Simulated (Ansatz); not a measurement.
AgCl, quintet, at a GFN2-xTB geometry of the parent state (such geometries of metal compounds can be far from the true shape) (another spin typed on purpose, not shown lowest) (all electrons, no relativity); B3LYP/3-21G (Ansatz, an electronic-structure program).

Here is a job for Ansatz.
Ansatz 0.2 input:
```yaml
crystal:
  periodic: [false, false, false]
  atoms:
    - {symbol: Ag, position_ang: [-0.00000000, -0.00000000, -0.58724977]}
    - {symbol: Cl, position_ang: [0.00000000, 0.00000000, 1.62357288]}
basis:
  gaussian:
    orbitals: 3-21G.json
hamiltonian:
  xc: b3lyp
magnetization: {spin_polarized: true, initial_magnetization: 4}
```
The basis file holds 3-21G in the JSON format of the Basis Set Exchange.

The log (banner, timings and long lists left out):

```
Functional definition: B3LYP
627 factors; integrals over basis functions are off by at most 2.1e-4 eV
mean field evaluation 1: about -153301.4581 eV, gradient 2.7e1 eV
mean field evaluation 2: about -153272.2368 eV, gradient 8.0e1 eV
mean field evaluation 4: about -153306.3752 eV, gradient 7.0e0 eV
mean field evaluation 8: about -153306.6574 eV, gradient 1.8e-1 eV
mean field evaluation 16: about -153306.6577 eV, gradient 6.4e-3 eV
mean field evaluation 32: about -153307.2291 eV, gradient 1.8e-5 eV
mean field evaluation 64: about -153307.1466 eV, gradient 1.5e-1 eV
mean field evaluation 96: about -153307.1795 eV, gradient 5.0e-1 eV
mean field -153307.22906458 eV, -5633.9367527511 hartree, gradient 8.4e-6 eV, S^2 6.001283; 14 other end points of the search recorded, 0 dependent functions left out
reference -153307.22924202 eV, -5633.9367592722 hartree; 34, 30 occupied and 18, 22 virtual orbitals, 627 factors
Total energy: -153307.22924202 eV, -5633.9367592722 hartree
```
